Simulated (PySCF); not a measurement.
Identify the unknown among the candidates.

All candidates are C6H7FSi.

| technique | computed result |
| --- | --- |
| 1H NMR | chemical shifts (computed TMS as zero) by class: 6.75 (1 H), 5.67 (1 H), 4.44 (1 H), 4.41 (1 H), 2.82 (1 H), 2.04 (1 H), 1.79 (1 H) ppm [GIAO PBE0/pcSseg-1] |
| Rotational structure | rotational constants A, B, C: 3.006, 1.333, 0.985 GHz [GFN2-xTB] |
| 13C NMR | chemical shifts (computed TMS as zero) by class: 153.9 (1 C), 134.1 (1 C), 95.8 (1 C), 90.5 (1 C), 85.4 (1 C), 16.7 (1 C) ppm [GIAO PBE0/pcSseg-1] |
| UV, strongest line | among the 8 lowest singlet transitions: S2 at 5.63 eV (220 nm, f = 0.257) [TDDFT CAM-B3LYP/def2-SVPD] |
| Polarisability | 94.8 au [CAM-B3LYP/def2-SVPD] |
| Dipole | 2.53 D [CAM-B3LYP/def2-SVPD] |
| Triplet | lowest triplet excitation (Tamm–Dancoff): 3.54 eV [TDA CAM-B3LYP/def2-SVPD] |
| NMR, other nuclei | isotropic shieldings of nuclei other than C and H, by class: 399 (1 F), 381 (1 Si) ppm [GIAO PBE0/pcSseg-1] |
| UV, first state | lowest singlet excitation: 5.55 eV (223 nm, f = 0.000) [TDDFT CAM-B3LYP/def2-SVPD] |

The electronic properties come from PySCF, for the isolated species, density fitting. Levels stand in brackets. Isolated species at its GFN2-xTB geometry, gas phase. Each NMR value is the plain mean over a class of atoms that symmetry, rotation or inversion makes alike.

Question: Which candidate is it?
A. `C#C/C=C(F)/C=C\[SiH3]`
B. `F[C@]1(C#C[SiH3])C=CC1`
C. `C#CC1=CC[SiH2][C@@H]1F`
D. `C=CC#CC(=C)[SiH2]F`

Answer: C. It is `C#CC1=CC[SiH2][C@@H]1F`. Numbering: `[CH:1]#[C:2][C:3]1=[CH:4][CH2:5][SiH2:6][C@@H:7]1[F:8]`. Its formula, C6H7FSi, gives 4 degrees of unsaturation: 1 ring and 3 π bonds in the structure found. 6 carbons fall into 6 classes; from least to most shielded: alkene CH carbon [C4] (153.9 ppm), fully substituted alkene carbon [C3] (134.1 ppm), sp3 C–F carbon [C7] (95.8 ppm), terminal alkyne carbon [C1] (90.5 ppm), alkyne carbon [C2] (85.4 ppm), ring sp3 carbon bound to silicon [C5] (16.7 ppm). Hydrogen classes from least to most shielded: 1 H on an alkene CH carbon, C4 (6.75 ppm), 1 H on an sp3 C–F carbon, C7 (5.67 ppm), 1 H on an SiH2 silicon, Si6 (4.44 ppm), 1 H on an SiH2 silicon, Si6 (4.41 ppm), 1 H on a terminal alkyne carbon, C1 (2.82 ppm), 1 H on an sp3 carbon bound to silicon, C5 (2.04 ppm), 1 H on an sp3 carbon bound to silicon, C5 (1.79 ppm). The other shieldings belong to: 399 ppm, alkyl fluorine [F8]; 381 ppm, SiH2 silicon [Si6]. The optimised geometry has point group C1 and is an asymmetric top.

The others, at the same levels:
- `C=CC#CC(=C)[SiH2]F` fails: its computed 13C shifts are 149.0 (1 C), 136.2 (1 C), 131.9 (1 C), 124.9 (1 C), 103.9 (1 C), 96.8 (1 C) ppm, 1H shifts are 6.79 (1 H), 6.51 (1 H), 6.28 (1 H), 6.02 (1 H), 5.85 (1 H), 5.24 (2 H) ppm and lowest singlet excitation is 4.69 eV (265 nm, f = 0.076) (against 5.55 eV).
- `F[C@]1(C#C[SiH3])C=CC1` fails: its computed 13C shifts are 151.5 (1 C), 148.6 (1 C), 113.9 (1 C), 89.0 (1 C), 88.6 (1 C), 49.5 (1 C) ppm, 1H shifts are 6.72 (1 H), 6.48 (1 H), 4.27 (3 H), 3.14 (1 H), 3.02 (1 H) ppm and lowest triplet excitation (Tamm–Dancoff) is 4.28 eV (against 3.54 eV).
- `C#C/C=C(F)/C=C\[SiH3]` fails: its computed 13C shifts are 181.6 (1 C), 145.7 (1 C), 135.9 (1 C), 101.0 (1 C), 100.6 (1 C), 81.0 (1 C) ppm, 1H shifts are 6.80 (1 H), 6.44 (1 H), 5.11 (1 H), 4.31 (3 H), 3.37 (1 H) ppm and lowest singlet excitation is 4.67 eV (266 nm, f = 0.813) (against 5.55 eV).

Each candidate is one conformer, not necessarily the lowest. The conformers computed, where there is a choice (atom-mapped SMILES and torsion angles):
- `[CH2:1]=[CH:2][C:3]#[C:4][C:5](=[CH2:6])[SiH2:7][F:8]`: C4–C5–Si7–F8 179°
- `[CH:1]#[C:2]/[CH:3]=[C:4]([F:5])/[CH:6]=[CH:7]\[SiH3:8]`: C3–C4–C6–C7 180°

The conformers of `C#CC1=CC[SiH2][C@@H]1F` aren't listed.
